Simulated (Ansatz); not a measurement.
Consider the formal exchange of groups at the Sb–C bond: `[CH3][SbH][SeH]` + `F[SiH3]` → `F[SiH2][SbH][SeH]` + CH₄.

Calculated with Ansatz (gas phase, PBE0-D4/def2-TZVP geometries, no zero-point term in ΔE). CBS: MP2 limit from def2 TZ/QZ plus the TZ coupled-cluster correction, frozen cores. This one scheme is used for every species. Functionals use def2-TZVPP. B3LYP here is the variant with VWN-RPA as its local correlation; programs differ in this. HSE06 is defined as in plane-wave codes. def2 core potentials past Kr. For Sb, Se outer-core shells are correlated without core-valence functions, which leaves a few kJ/mol of doubt a bond. Scalar relativity is left out up to krypton. Each species was taken in one conformer, which may not be the lowest.

`[CH3][SbH][SeH]`:

Cartesian coordinates in Å:
```
C -0.187 1.055 -0.701
Sb -0.712 -0.223 0.956
Se 0.953 -2.098 0.428
H -0.624 0.641 -1.609
H 0.894 1.113 -0.809
H -0.595 2.051 -0.524
H 0.392 0.544 2.018
H -0.121 -3.082 0.242
```

`F[SiH3]`:

Z-matrix (Å, degrees):
```
Si
F 1 1.600
H 1 1.482 2 108.3
H 1 1.482 2 108.3 3 -120.0
H 1 1.482 2 108.3 3 120.0
```

`F[SiH2][SbH][SeH]`:

Cartesian coordinates in Å:
```
F -2.440 -0.224 0.056
Si -1.150 0.623 0.493
Sb 0.859 -0.973 0.679
Se 1.454 -0.647 -1.795
H -0.928 1.674 -0.532
H -1.442 1.245 1.811
H 1.795 0.355 1.229
H 1.852 -2.053 -1.943
```

CH₄:

```xyz
5

C     0.000    0.000    0.000
H    -0.167   -0.362    1.014
H    -0.908    0.476   -0.369
H     0.259   -0.838   -0.647
H     0.815    0.723    0.002
```

| level | ΔE (kJ/mol) | difference from CCSD(T)/CBS |
| --- | --- | --- |
| r2SCAN0-D4 | -57.9 | -8.2 |
| HSE06-D4 | -61.5 | -11.8 |
| B2PLYP | -49.3 | 0.4 |
| B3LYP | -52.0 | -2.3 |
| r2SCAN0 | -57.0 | -7.3 |
| HF/def2-SVP | -50.7 | -1.0 |
| MP2/def2-SVP | -51.4 | -1.7 |
| CCSD(T)/def2-SVP | -52.9 | -3.2 |
| HF/def2-QZVPP | -41.8 | 7.9 |
| HF/CBS(def2) | -41.7 | 8.0 |
| CCSD(T)/CBS | -49.7 | 0 |

Largest T1 diagnostic among the species: 0.012.

From BLYP to BHLYP (50 % exact exchange), in def2-TZVPP and without D4, ΔE moves by +3.1 kJ/mol. Leaving LDA and LC-ωPBE aside and taking each functional with its dispersion term where it has one, the values, not all of them listed here, spread over 13.9 kJ/mol, from PBE-D4 to B2PLYP.

CCSD(T)/CBS has its own doubt, a few kJ/mol and more with outer-core shells, so smaller differences from it don't rank the levels.
